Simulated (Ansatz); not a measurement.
Relaxation of CH$_{4}$BCl$_{2}$FO (10 atoms, charge 0, multiplicity 1), to a largest force component of 0.03 eV/Å in at most 50 steps.

The calculation used Ansatz 0.2.0, RHF/def2-SVP.

```xyz
10
Properties=species:S:1:pos:R:3
B 0.196 -0.489 -0.448
Cl -0.123 -0.053 2.573
Cl 1.467 0.709 -0.666
F -1.032 -0.202 -0.803
O 0.516 -1.734 0.010
C -0.434 -2.775 0.048
H 0.109 -3.715 0.079
H -1.056 -2.687 0.938
H -1.073 -2.759 -0.833
H 0.671 -0.997 2.093
```

Where does it end, and by what steps?

It converged. The force dipped under the threshold on the way, but the program's further checks kept it going. After 48 steps the energy has fallen by 0.211 eV; F4 moved furthest, 1.80 Å.

```tsv
step	energy less start (eV)	largest force component (eV/Å)	accepted
0	0.0000	1.260	yes
2	-0.1359	0.717	yes
4	-0.1723	0.129	yes
6	-0.1771	0.099	yes
8	-0.1780	0.236	no
10	-0.1809	0.169	yes
12	-0.1827	0.044	yes
14	-0.1853	0.104	yes
16	-0.1868	0.041	yes
18	-0.1880	0.222	yes
20	-0.1907	0.096	yes
22	-0.1934	0.192	yes
24	-0.1955	0.137	yes
26	-0.1925	0.284	no
28	-0.1989	0.189	yes
30	-0.2003	0.024	yes
32	-0.1984	0.267	no
34	-0.2018	0.100	yes
36	-0.2025	0.115	yes
38	-0.2035	0.062	yes
40	-0.2048	0.071	yes
42	-0.1911	0.603	no
44	-0.2083	0.197	no
46	-0.2100	0.081	yes
48	-0.2112	0.018	yes
```

```xyz
10
Properties=species:S:1:pos:R:3
B 0.272 -0.561 -0.904
Cl 0.426 -1.010 3.542
Cl 1.070 1.003 -0.765
F -0.058 -1.000 -2.095
O 0.013 -1.269 0.190
C -0.619 -2.534 0.176
H 0.095 -3.305 -0.112
H -0.972 -2.731 1.184
H -1.459 -2.543 -0.516
H 0.473 -0.754 2.292
```

Whether the end is a true minimum wasn't checked by a vibrational analysis.

Time of the run: 86 s on 2 threads of Arm Neoverse V2 (shared host), peak memory 0.24 GiB.
